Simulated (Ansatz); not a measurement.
Geometry optimisation, Ansatz, RKS r2SCAN/6-31G*.

input.yaml

```yaml
crystal:
  periodic: [false, false, false]
  atoms:
    - { symbol: O, position_ang: [2.2256, -1.3815, -1.8929] }
    - { symbol: C, position_ang: [1.6063, -0.6621, -0.849] }
    - { symbol: Cl, position_ang: [2.3122, -0.9174, 0.6831] }
    - { symbol: C, position_ang: [0.6279, 0.1541, -1.0353] }
    - { symbol: Si, position_ang: [-0.3705, 1.1385, 0.1788] }
    - { symbol: Si, position_ang: [-1.6665, -0.1778, 1.5613] }
    - { symbol: H, position_ang: [1.7323, -1.0922, -2.7131] }
    - { symbol: H, position_ang: [0.1782, 0.2815, -2.0326] }
    - { symbol: H, position_ang: [0.5717, 1.9989, 1.0303] }
    - { symbol: H, position_ang: [-1.2493, 2.0772, -0.5382] }
    - { symbol: H, position_ang: [-2.6122, -1.0063, 0.7588] }
    - { symbol: H, position_ang: [-2.4578, 0.6463, 2.5102] }
    - { symbol: H, position_ang: [-0.8774, -1.094, 2.3536] }
basis:
  gaussian: { orbitals: "6-31G*" }
hamiltonian:
  xc: r2scan
relax:
  f_tol: 0.015
  max_steps: 40
output:
  orbitals: {}
```

Command:

```bash
$ ansatz run input.yaml --threads 2 --pin off --max-ram 3072MiB --backend cpu --events-out ev --progress --plain --runs-dir out
```

Question: Where does it end, and by what steps?

Answer: The forces met the threshold. The force dipped under the threshold on the way, but the program's further checks kept it going. After 11 steps the energy has fallen by 0.344 eV; H7 moved furthest, 0.17 Å.

```csv
step,energy less start (eV),largest force component (eV/Å),accepted
0,0.0000,3.565,yes
1,-0.2816,1.132,yes
2,-0.3217,0.412,yes
3,-0.3227,0.464,yes
4,-0.3389,0.329,yes
5,-0.3422,0.115,yes
6,-0.3430,0.041,yes
7,-0.3432,0.064,yes
8,-0.3434,0.005,yes
9,-0.3435,0.020,yes
10,-0.3435,0.019,yes
11,-0.3435,0.011,yes
```

```xyz
13
Properties=species:S:1:pos:R:3
O 2.274 -1.349 -1.812
C 1.592 -0.619 -0.904
Cl 2.306 -0.848 0.665
C 0.530 0.180 -1.106
Si -0.362 1.160 0.202
Si -1.686 -0.190 1.588
H 1.857 -1.199 -2.679
H 0.165 0.236 -2.135
H 0.590 1.958 1.029
H -1.259 2.116 -0.514
H -2.699 -0.919 0.769
H -2.416 0.639 2.593
H -0.871 -1.200 2.319
```

The run took 81 s on 2 threads of Arm Neoverse V1 (shared host), peak memory 0.2 GiB.
